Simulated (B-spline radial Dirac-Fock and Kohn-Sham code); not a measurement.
ΔSCF core binding energies without Breit or QED terms, calculated with a radial finite-basis atomic code.

A sound run for copper as Cu⁺, [Ar] 3d10: The ground state converged in 11 iterations, with total energy -1653.21378 Ha, virial ratio 1.98240 and highest orbital energy -21.70 eV. ΔSCF binding energies: K (1s) 9012.2 eV, L3 (2p3/2) 949.5 eV, M5 (3d5/2) 17.21 eV.

A second run, with one unsound setting: The ground state converged in 12 iterations, with total energy -53.80436 Ha, virial ratio 19.81123 and highest orbital energy -3.91 eV. ΔSCF binding energies: K (1s) 14.20 eV, L3 (2p3/2) 12.54 eV, M5 (3d5/2) 9.72 eV.

```
iter   energy (Ha)        error
   1      -36.89378114  1.78e-01
   2      -31.29833675  5.18e-01
   3      -53.06124416  8.81e-02
   4      -53.65856053  3.99e-02
   5      -53.79655225  5.97e-03
   6      -53.79889918  6.65e-03
   7      -53.80422364  6.39e-04
   8      -53.80434387  1.55e-04
   9      -53.80435693  6.51e-05
  12      -53.80435975  8.85e-08
```

Q: Which fault fits the second run best?
A. speed of light below Z
B. nuclear radius in wrong units
C. overfilled shell
D. tolerance below the noise

A: B. The input had radius_factor = 100000.0: radius_factor inflates the nucleus far beyond its size, which weakens the binding of the inner electrons.
